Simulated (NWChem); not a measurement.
Program: NWChem. System: HSe, charge 0, spin multiplicity 2, at a geometry optimised with UPBE0/def2-SVP. The structure started from a generated list of species. Its SCF solution wasn't tested for a lower state. Level: UB3LYP/def2-QZVP, VWN1-RPA local correlation.

The NWChem input:

```
start mol
memory heap 200 mb stack 900 mb global 1100 mb
geometry units angstroms nocenter noautoz
  Se     0.000000     0.000000     0.042100
  H      0.000000     0.000000    -1.431392
  symmetry group C2v
end
basis spherical
  * library def2-qzvp
end
dft
  xc b3lyp
  odft
  mult 2
  semidirect memsize 60000000 filesize 0
  iterations 100
end
task dft energy
```

Part of the output:

```
             Northwest Computational Chemistry Package (NWChem) 7.3.0
             --------------------------------------------------------

                                NWChem Input Module
                                -------------------

 Scaling coordinates for geometry "geometry" by  1.889725989
 (inverse scale =  0.529177249)

 Turning off AUTOSYM since
 SYMMETRY directive was detected!

                             Geometry "geometry" -> ""
                             -------------------------

 Output coordinates in angstroms (scale by  1.889725989 to convert to a.u.)

  No.       Tag          Charge          X              Y              Z
 ---- ---------------- ---------- -------------- -------------- --------------
    1 Se                  34.0000     0.00000000     0.00000000     0.04210000
    2 H                    1.0000     0.00000000     0.00000000    -1.43139200

 Effective nuclear repulsion energy (a.u.)      12.2104676958

            Nuclear Dipole moment (a.u.)
            ----------------------------
        X                 Y               Z
 ---------------- ---------------- ----------------
     0.0000000000     0.0000000000     0.0000151178

      Symmetry information
      --------------------

 Group name             C2v
 Group number             16
 Group order               4
 No. of unique centers     2

      Symmetry unique atoms

     1    2


 Summary of "ao basis" -> "" (spherical)
 ------------------------------------------------------------------------------
       Tag                 Description            Shells   Functions and Types
 ---------------- ------------------------------  ------  ---------------------
 *                         def2-qzvp                  on all atoms

                                 NWChem DFT Module
                                 -----------------

 Summary of "ao basis" -> "ao basis" (spherical)
 ------------------------------------------------------------------------------
       Tag                 Description            Shells   Functions and Types
 ---------------- ------------------------------  ------  ---------------------
[...]
 overlap   1.000  1.000  1.000  1.000  1.000  1.000  1.000  1.000  1.000  0.985

   alpha     11     12     13     14     15     16     17     18     19     20
    beta     11     12     13     14     15     16     18     17     19     20
 overlap   1.000  1.000  1.000  0.985  0.999  0.999  0.996  1.000  0.999  0.994

   alpha     21     22     23     24     25     26     27     28     29     30
    beta     23     21     22     25     24     27     28     26     29     30
 overlap   0.997  0.996  1.000  0.999  1.000  1.000  0.949  0.954  0.998  0.999

   alpha     31     32     33     34     35     36     37     38     39     40
    beta     31     32     33     34     36     35     37     38     39     40
 overlap   1.000  0.952  1.000  0.952  0.997  0.999  0.999  0.996  0.999  1.000

   alpha     41     42     43     44     45     46     47     48     49     50
    beta     41     42     43     44     47     46     45     48     49     50
 overlap   0.998  1.000  0.994  1.000  0.978  1.000  1.000  0.984  0.999  1.000

   alpha     51     52     53     54     55     56     57     58     59     60
    beta     51     52     53     54     55     56     58     57     60     59
 overlap   0.999  0.999  1.000  0.995  1.000  0.994  0.997  0.998  0.998  0.999

   alpha     61     62     63     64     65     66     67     68     69     70
    beta     62     61     63     64     65     66     68     67     69     70
 overlap   0.999  0.999  0.995  0.999  0.997  0.999  0.965  1.000  0.966  0.999

   alpha     71     72     73     74     75     76     77     78     79     80
    beta     71     72     73     74     75     76     78     77     79     80
 overlap   1.000  1.000  1.000  1.000  1.000  1.000  0.999  1.000  1.000  0.999

   alpha     81     82     83     84     85     86     87     88     89     90
    beta     81     83     82     85     84     86     87     88     89     90
 overlap   1.000  1.000  1.000  1.000  1.000  1.000  1.000  1.000  1.000  1.000

   alpha     91     92     93     94     95     96     97     98     99    100
    beta     91     92     93     94     95     96     97     98     99    100
 overlap   1.000  1.000  1.000  1.000  1.000  1.000  1.000  1.000  1.000  1.000

   alpha    101    102    103    104    105
    beta    101    102    103    104    105
 overlap   1.000  1.000  1.000  1.000  1.000

     --------------------------
     Expectation value of S2:
     --------------------------
      <S2> =      0.7529 (Exact =     0.7500)

 center of mass
 --------------
 x =   0.00000000 y =   0.00000000 z =   0.04444648

 moments of inertia (a.u.)
 ------------------
           7.715557760953           0.000000000000           0.000000000000
           0.000000000000           7.715557760953           0.000000000000
           0.000000000000           0.000000000000           0.000000000000

     Multipole analysis of the density
     ---------------------------------

     L   x y z        total         alpha         beta         nuclear
     -   - - -        -----         -----         ----         -------
     0   0 0 0     -0.000000    -18.000000    -17.000000     35.000000

     1   1 0 0     -0.000000      0.000000     -0.000000      0.000000
     1   0 1 0     -0.000000     -0.000000     -0.000000      0.000000
     1   0 0 1     -0.213744     -0.121651     -0.092108      0.000015

     2   2 0 0    -13.533562     -8.684035     -4.849527      0.000000
     2   1 1 0     -0.000000     -0.000000      0.000000      0.000000
     2   1 0 1     -0.000000     -0.000000     -0.000000      0.000000
     2   0 2 0    -15.966368     -8.478868     -7.487499      0.000000
     2   0 1 1     -0.000000     -0.000000     -0.000000      0.000000
     2   0 0 2    -12.909432    -10.715823     -9.725501      7.531892

 Task  times  cpu:        7.3s     wall:        7.3s

 Total times  cpu:        7.3s     wall:        7.3s
```
